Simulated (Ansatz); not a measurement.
Gas-phase electronic energies from Ansatz, PBE0-D4/def2-TZVP geometries. CCSD(T)/CBS adds triple-zeta CCSD(T) − MP2 to the extrapolated MP2 energy (def2 sets, frozen cores). This one scheme is used for every species. DFT in def2-TZVPP. B3LYP here is the variant with VWN-RPA as its local correlation; programs differ in this. Each species was taken in one conformer, which may not be the lowest.

Consider the formal exchange of groups at a B–Si bond: `B[SiH](C)B[SiH3]` + `C=O` → `O=CB[SiH3]` + `B[SiH2]C`.

| level | ΔE (kJ/mol) | difference from CCSD(T)/CBS |
| --- | --- | --- |
| PBE-D4 | -10.9 | -4.1 |
| r2SCAN-D4 | -14.3 | -7.5 |
| PBE0-D4 | -5.3 | 1.5 |
| B3LYP-D4 | -9.9 | -3.1 |
| ωB97X-V | -10.5 | -3.7 |
| ωB97M-V | -12.2 | -5.4 |
| B2PLYP | -16.5 | -9.7 |
| PBE | -15.9 | -9.1 |
| r2SCAN | -16.1 | -9.3 |
| PBE0 | -10.1 | -3.3 |
| B3LYP | -17.7 | -10.9 |
| HF/def2-TZVPP | -7.1 | -0.3 |
| MP2/def2-TZVPP | -11.2 | -4.4 |
| SCS-MP2/def2-TZVPP | -11.2 | -4.4 |
| CCSD/def2-TZVPP | -4.7 | 2.1 |
| CCSD(T)/def2-TZVPP | -6.7 | 0.1 |
| HF/def2-QZVPP | -7.3 | -0.5 |
| MP2/def2-QZVPP | -11.4 | -4.6 |
| SCS-MP2/def2-QZVPP | -11.2 | -4.4 |
| HF/CBS(def2) | -7.3 | -0.5 |
| MP2/CBS(def2) | -11.3 | -4.5 |
| CCSD/CBS(def2) | -4.8 | 2.0 |
| CCSD(T)/CBS | -6.8 | 0 |

Largest T1 diagnostic among the species: 0.021, so the coupled-cluster value is less sure than usual.

The D4 term adds +7.8 kJ/mol with B3LYP and +4.8 kJ/mol with PBE0; it sums over pairs of atoms, weighted by their polarisabilities, and B3LYP, whose exchange is more repulsive, gets the larger term. From PBE to PBE0 (25 % exact exchange), in def2-TZVPP and without D4, ΔE moves by +5.8 kJ/mol.
